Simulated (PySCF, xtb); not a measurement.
C2H5FN2Si, SMILES [Si@H]1(N)[C@@H](F)N=C1.

GFN2-xTB (xtb) at its own geometry gives an orbital gap of 2.66 eV and a dipole moment of 4.50 D.

The structure is a stationary point at PBE-D3(BJ)/def2-SVP. The structure was generated by enumeration; whether it is a known compound was not checked. The values are those of a single conformer.

**Question.** What does PBE/def2-TZVP in PySCF give? (Estimate from the structure and the level; the computed values follow.)

**Answer.** gap 3.41 eV (levels -5.73 and -2.32 eV), dipole 2.96 D.
